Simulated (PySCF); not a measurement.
# `Cc1ccc(C=O)cc1`, C8H8O

Molfile (atoms numbered from 1):
```
C8H8O
     RDKit          3D

 17 17  0  0  0  0  0  0  0  0999 V2000
   -2.5542    0.1142    0.0851 C   0  0  0  0  0  0  0  0  0  0  0  0
   -1.0577    0.0161    0.0546 C   0  0  0  0  0  0  0  0  0  0  0  0
   -0.4240   -1.1520   -0.4000 C   0  0  0  0  0  0  0  0  0  0  0  0
    0.9588   -1.2614   -0.4006 C   0  0  0  0  0  0  0  0  0  0  0  0
    1.7468   -0.1962    0.0537 C   0  0  0  0  0  0  0  0  0  0  0  0
    3.2193   -0.3079    0.0526 C   0  0  0  0  0  0  0  0  0  0  0  0
    3.8331   -1.2775   -0.3177 O   0  0  0  0  0  0  0  0  0  0  0  0
    1.1267    0.9726    0.5046 C   0  0  0  0  0  0  0  0  0  0  0  0
   -0.2602    1.0768    0.5034 C   0  0  0  0  0  0  0  0  0  0  0  0
   -3.0150   -0.4902   -0.7090 H   0  0  0  0  0  0  0  0  0  0  0  0
   -2.8946    1.1532   -0.0281 H   0  0  0  0  0  0  0  0  0  0  0  0
   -2.9474   -0.2560    1.0468 H   0  0  0  0  0  0  0  0  0  0  0  0
   -1.0343   -1.9847   -0.7596 H   0  0  0  0  0  0  0  0  0  0  0  0
    1.4622   -2.1646   -0.7526 H   0  0  0  0  0  0  0  0  0  0  0  0
    3.7523    0.6022    0.4332 H   0  0  0  0  0  0  0  0  0  0  0  0
    1.7409    1.8071    0.8557 H   0  0  0  0  0  0  0  0  0  0  0  0
   -0.7370    1.9958    0.8540 H   0  0  0  0  0  0  0  0  0  0  0  0
  1  2  1  0
  2  3  1  0
  3  4  2  0
  4  5  1  0
  5  6  1  0
  6  7  2  0
  5  8  2  0
  8  9  1  0
  9  2  2  0
  1 10  1  0
  1 11  1  0
  1 12  1  0
  3 13  1  0
  4 14  1  0
  6 15  1  0
  8 16  1  0
  9 17  1  0
M  END
```

Computed with TDDFT CAM-B3LYP/aug-cc-pVDZ excited states, vertical, gas phase (PySCF 2.14.0). Geometry: PBE0-D3(BJ)/def2-SVP.

Singlets 5 and 6 lie within 0.01 eV of each other, so their separate moments and overlaps can depend on how they mix.

Task: Give the one- and two-photon strengths of the lowest singlets.

Result: δ for parallel linear polarisation; σ at the peak of a Lorentzian of half width 0.1 eV, single beam; Ω is circular over linear.
| state | E (eV) | f | photon λ (nm) | δ (au) | σ (GM) | Ω | main |
| --- | --- | --- | --- | --- | --- | --- | --- |
| S1 | 3.90 | 0.000 | 636 | 0.14 | 0.00 | 1.40 | HOMO−2→LUMO 0.80 |
| S2 | 4.97 | 0.012 | 499 | 8.9 | 0.08 | 0.95 | HOMO−1→LUMO 0.65, HOMO→LUMO+2 0.27 |
| S3 | 5.19 | 0.324 | 478 | 339 | 3.34 | 0.71 | HOMO→LUMO 0.92 |
| S4 | 6.28 | 0.234 | 395 | 7.45 | 0.11 | 0.62 | HOMO→LUMO+2 0.66, HOMO−1→LUMO 0.25 |
| S5 | 6.52 | 0.000 | 381 | 4.39 | 0.07 | 1.20 | HOMO→LUMO+1 0.84 |
| S6 | 6.53 | 0.000 | 380 | 0.12 | 0.00 | 1.41 | HOMO−2→LUMO+2 0.86 |

Among these, the strongest one-photon state is S3, the strongest two-photon state S3, with a dipole change of 2.9 D (relaxed, norm of the difference vector).
